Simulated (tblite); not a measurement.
Isomers of C4H9ClSi. Calculated harmonic vibrations of the isolated species, GFN2-xTB (tblite), most abundant isotopes, no scaling. The method is semi-empirical: single wavenumbers can be off by several per cent or more. Modes of hydrogen on silicon can be 10 to 20 % off. One conformer each.

Electronic energies: GFN2-xTB at the same geometries; isomer energies are rough at this level and their order can be wrong.

```
             SMILES  electronic energy, lowest = 0 (kcal/mol)
     Cl[SiH2]CC1CC1                                       0.0
ClC[C@@H]1CC[SiH2]1                                      29.3
C/C([SiH3])=C(\C)Cl                                      23.5
C=C[SiH2][C@H](C)Cl                                      43.6
```

Task: How do GFN2-xTB zero-point energies change the relative energies?

Result: 
| SMILES | ZPE (kcal/mol) | of it from modes above 1550 cm⁻¹ | electronic (kcal/mol) | with ZPE, lowest = 0 (kcal/mol) | lowest mode (cm⁻¹) | rings |
| --- | --- | --- | --- | --- | --- | --- |
| Cl[SiH2]CC1CC1 | 73.1 | 37.0 | 0.0 | 0.0 | 36 | 1 |
| C/C([SiH3])=C(\C)Cl | 69.7 | 38.0 | 23.5 | 20.1 | 45 | 0 |
| ClC[C@@H]1CC[SiH2]1 | 73.1 | 36.4 | 29.3 | 29.3 | 64 | 1 |
| C=C[SiH2][C@H](C)Cl | 70.9 | 39.1 | 43.6 | 41.4 | 34 | 0 |

The zero-point energies span 3.4 kcal/mol, from `C/C([SiH3])=C(\C)Cl` to `Cl[SiH2]CC1CC1`. The order is unchanged.

Task: What do entropy and thermal enthalpy add at 298.15 K and 1 bar (rigid rotor, harmonic oscillator, one conformer each)?

Result: 
```csv
SMILES,point group,symmetry number,S (cal/(mol K)),H − H(0) (kcal/mol),ZPE + H − H(0) − TS (kcal/mol)
Cl[SiH2]CC1CC1,C1,1,89.8,5.57,51.9
ClC[C@@H]1CC[SiH2]1,C1,1,85.8,5.28,52.8
C=C[SiH2][C@H](C)Cl,C1,1,95.0,6.31,48.9
```

Not tabulated: `C/C([SiH3])=C(\C)Cl` (point group not settled).
